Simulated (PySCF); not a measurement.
ZnSe⁺: from constants to spectrum

PBEsol constants of ZnSe⁺, ²Π (doublet), unpaired electrons π ↑ (Zn def2-TZVPPD, Se def2-TZVPPD; no relativity (PySCF 2.14); masses 63.9291 and 79.9165 u):

| Quantity | Value |
| --- | --- |
| ωe | 289.7 cm⁻¹ |
| ωexe | 0.956 cm⁻¹ |
| Be | 0.09287 cm⁻¹ |
| αe | 0.000410 cm⁻¹ |
| De to Zn⁺ + Se | 2.60 eV |

**Question.** What force constant and bond length do these constants imply?

**Answer.** Reduced mass μred = 35.517 u; k = 5.8918×10⁻⁷·μred·ωe² (u, cm⁻¹, mdyn/Å) = 1.76 mdyn/Å; Re = √(16.8576/(μred·Be)) (u, cm⁻¹, Å) = 2.261 Å.

**Question.** Estimate the centrifugal constant D from the Kratzer relation and find the Dunham coefficient a1.

**Answer.** D = 4Be³/ωe² = 3.82e-08 cm⁻¹; a1 = −1 − αeωe/(6Be²) = -3.30.

Spin–orbit coupling is left out. For an ion De counts to the pair picked by the measured ionisation energies or electron affinities, which need not be the lowest pair at this level. The state is the lowest determinant that a PBE0 search found; another state may lie lower at other levels.
